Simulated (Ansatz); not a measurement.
Cost and result for the atomization energy of C3H6AlFO, SMILES `CO/C(F)=[CH]/[AlH2]` (12 atoms, 11 bonds).

Cartesian coordinates in Å:
```
C 0.715 2.134 0.895
O -0.345 1.315 0.416
C -0.081 0.081 0.015
F 1.216 -0.222 0.124
C -0.974 -0.794 -0.453
Al -0.577 -2.573 -1.030
H 0.249 3.081 1.157
H 1.184 1.697 1.778
H 1.469 2.295 0.123
H -1.984 -0.397 -0.479
H -1.775 -3.471 -1.558
H 0.902 -3.147 -0.989
```

The species carries charge 0 and has multiplicity 1. The geometry is a stationary point of PBE0-D4/def2-TZVP. It is one conformer, not always the lowest. Program: Ansatz. All runs use 4 threads of an Arm Neoverse N1 on a shared host. Times are those of one run each, without the atoms' runs, and a repeat can differ threefold. Electronic energies, without spin–orbit coupling; frozen cores. CCSD(T)/CBS adds CCSD(T) − MP2 in def2-TZVPP to the MP2 limit, and its time is that of the two runs behind it. T1 = 0.013. B3LYP takes the VWN-RPA correlation (the form of Gaussian; ORCA's B3LYP/G).

CCSD(T)/CBS is a level of theory with its own doubt, some kJ/mol a heavy atom from the limit and from the frozen cores, so smaller differences don't rank the functionals.

```csv
level,functions,wall time
PBE-D4/def2-TZVPP (with forces),281,4.8 s
PBE0-D4/def2-TZVPP,281,6 s
r2SCAN-D4/def2-TZVPP (with forces),281,9.5 s
B3LYP-D4/def2-TZVPP (with forces),281,9.5 s
B2PLYP/def2-TZVPP,281,11 s
ωB97X-V/def2-TZVPP,281,16 s
ωB97M-V/def2-TZVPP (with forces),281,23 s
MP2/def2-QZVPP,535,47 s
CCSD(T)/def2-TZVPP,281,8.5 min
CCSD(T)/CBS(def2),–,9.2 min
```

Task: What atomization energy does each give, and how far from CCSD(T)/CBS? (An estimate is asked.)

Result: Computed: 
```
                             level  atomization (kJ/mol)  difference from CCSD(T)/CBS  per bond
   PBE-D4/def2-TZVPP (with forces)                4611.6                        128.9      11.7
                PBE0-D4/def2-TZVPP                4504.2                         21.5       2.0
r2SCAN-D4/def2-TZVPP (with forces)                4520.0                         37.3       3.4
 B3LYP-D4/def2-TZVPP (with forces)                4486.5                          3.8       0.3
                 B2PLYP/def2-TZVPP                4442.7                        -40.0      -3.6
                ωB97X-V/def2-TZVPP                4503.0                         20.3       1.8
  ωB97M-V/def2-TZVPP (with forces)                4505.5                         22.8       2.1
                    MP2/def2-QZVPP                4535.8                         53.1       4.8
                CCSD(T)/def2-TZVPP                4368.4                       -114.3     -10.4
                 CCSD(T)/CBS(def2)                4482.7                          0.0       0.0
```

In def2-TZVPP, CCSD(T) changes the Hartree–Fock value by +1147.1 kJ/mol (the triples alone add +76.5 kJ/mol) and MP2 by +1246.9 kJ/mol; breaking electron pairs costs correlation energy, which Hartree–Fock lacks. From PBE to PBE0 (25 % exact exchange), in def2-TZVPP and without D4, the atomization energy moves by −103.9 kJ/mol: exact exchange takes away binding that semilocal exchange gives to molecules. The D4 term adds +34.9 kJ/mol with B3LYP and +18.4 kJ/mol with PBE0; it sums over pairs of atoms, weighted by their polarisabilities, and B3LYP, whose exchange is more repulsive, gets the larger term.
